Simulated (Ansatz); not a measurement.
CrBr₂, 3 atoms. Hardware: 2 threads of Intel Xeon Platinum 8259CL on a shared host.

Correlated methods freeze 23 core orbitals; core or outer-core shells of Cr, Br are correlated, in sets that lack core-valence functions.

Task: How many basis functions does each of these Ansatz runs have, and roughly what does it cost? PBE with 15 % exact exchange/def2-TZVP, charge 0 singlet, energy, from earlier orbitals; PBE0-D4/def2-TZVP, charge 0 triplet, energy, from earlier orbitals; r2SCAN-D4/def2-TZVP, charge 0 quintet, energy, from earlier orbitals; PBE with 35 % exact exchange/def2-TZVP, charge 0 singlet, energy, from earlier orbitals; PBE-QIDH/def2-TZVP, charge 0 quintet, energy, from earlier orbitals; B2PLYP/def2-TZVP, charge 0 singlet, energy, from earlier orbitals; B2PLYP/def2-TZVP, charge 0 quintet, energy, from earlier orbitals; PBE0-D4/def2-TZVPD, charge 0 quintet, energy, from earlier orbitals; PBE-D4/def2-TZVPD, charge 0 quintet, energy, from earlier orbitals; BLYP-D4/def2-TZVP, charge 0 singlet, energy, from earlier orbitals; BLYP-D4/def2-TZVP, charge 0 quintet, energy, from earlier orbitals; r2SCAN0-D4/def2-TZVP, charge 0 quintet, energy, from earlier orbitals.

Result: Other jobs shared the machine, so times can vary by a factor of up to 3. A dash marks memory too small to be measured apart from the calling script's.

```tsv
run	functions	fitting or Cholesky vectors	wall time	peak host memory (GiB)
BLYP-D4/def2-TZVP, charge 0 singlet, energy, from earlier orbitals	141	1181	7.5 s	–
PBE with 15 % exact exchange/def2-TZVP, charge 0 singlet, energy, from earlier orbitals	141	1071	9.5 s	–
PBE with 35 % exact exchange/def2-TZVP, charge 0 singlet, energy, from earlier orbitals	141	1071	13 s	–
B2PLYP/def2-TZVP, charge 0 singlet, energy, from earlier orbitals	141	1071	13 s	–
BLYP-D4/def2-TZVP, charge 0 quintet, energy, from earlier orbitals	141	1181	23 s	–
PBE-D4/def2-TZVPD, charge 0 quintet, energy, from earlier orbitals	162	1282	23 s	–
r2SCAN-D4/def2-TZVP, charge 0 quintet, energy, from earlier orbitals	141	1181	35 s	–
PBE0-D4/def2-TZVPD, charge 0 quintet, energy, from earlier orbitals	162	1173	49 s	0.92
B2PLYP/def2-TZVP, charge 0 quintet, energy, from earlier orbitals	141	1071	55 s	0.59
PBE-QIDH/def2-TZVP, charge 0 quintet, energy, from earlier orbitals	141	1071	56 s	0.58
r2SCAN0-D4/def2-TZVP, charge 0 quintet, energy, from earlier orbitals	141	1071	60 s	0.82
PBE0-D4/def2-TZVP, charge 0 triplet, energy, from earlier orbitals	141	1071	2.1 min	0.81
```
